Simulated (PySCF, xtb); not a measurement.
C2H4N2OSi, SMILES N1C=N[Si@@H](O)C=1.

xtb with GFN2-xTB at its own geometry gives an orbital gap of 1.72 eV and a dipole moment of 1.52 D.

Coordinates come from a r2SCAN-D4/def2-SVP optimisation. The structure was generated by enumeration; whether it is a known compound was not checked. Other conformers were not sampled.

Task: What does PBE/def2-TZVP (PySCF) give? (An estimate is asked for; the answer gives what the named calculation found.)

Result: gap 2.45 eV (levels -6.01 and -3.56 eV), dipole 1.46 D.
